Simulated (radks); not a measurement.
Task: Re+, configuration [Xe] 4f14 5d5 6s1. All-electron calculation, non-relativistic Kohn-Sham, PBEsol, spin-polarised, spherical densities, point nucleus; open shells are filled with parallel spins first (spin-orbit coupling, left out, can overturn this in heavy ions); relativity is left out, which matters for an element this heavy. Program: a radial shooting solver on a logarithmic mesh with Libxc functionals. Some entries of the table are withheld. Estimate them.

| orbital | occ. | eigenvalue (eV) | <r> (bohr) |
|---|---|---|---|
| 1s up | 1 | -65549.82 | 0.02020 |
| 1s down | 1 | -65549.80 | 0.02020 |
| 2s up | 1 | -10815.51 | 0.08529 |
| 2s down | 1 | -10815.22 | 0.08529 |
| 2p up | 3 | -10374.81 | 0.07212 |
| 2p down | 3 | -10374.59 | 0.07212 |
| 3s up | 1 | -2487.901 | 0.2164 |
| 3s down | 1 | -2487.789 | 0.2164 |
| 3p up | 3 | -2282.754 | 0.2065 |
| 3p down | 3 | -2282.639 | 0.2065 |
| 3d up | 5 | -1899.943 | 0.1809 |
| 3d down | 5 | -1899.755 | 0.1809 |
| 4s up | 1 | -509.6725 | 0.4814 |
| 4s down | 1 | -509.4410 | 0.4813 |
| 4p up | 3 | -423.4248 | 0.4878 |
| 4p down | 3 | -423.1784 | 0.4877 |
| 4d up | 5 | -265.9015 | 0.5026 |
| 4d down | 5 | -265.6004 | 0.5023 |
| 5s up | 1 | (1) | 1.141 |
| 5s down | 1 | (2) | 1.132 |
| 4f up | 7 | -59.1790 | 0.5655 |
| 4f down | 7 | -58.6763 | 0.5619 |
| 5p up | 3 | -52.4735 | 1.259 |
| 5p down | 3 | -49.4807 | 1.246 |
| 5d up | 5 | -15.2081 | 1.790 |
| 6s up | 1 | (3) | (4) |
| 5d down | 0 | -11.5803 | 1.796 |

Result: 
(1) 5s up eigenvalue (eV): -77.7895
(2) 5s down eigenvalue (eV): -75.1565
(3) 6s up eigenvalue (eV): -11.7973
(4) 6s up <r> (bohr): 3.069
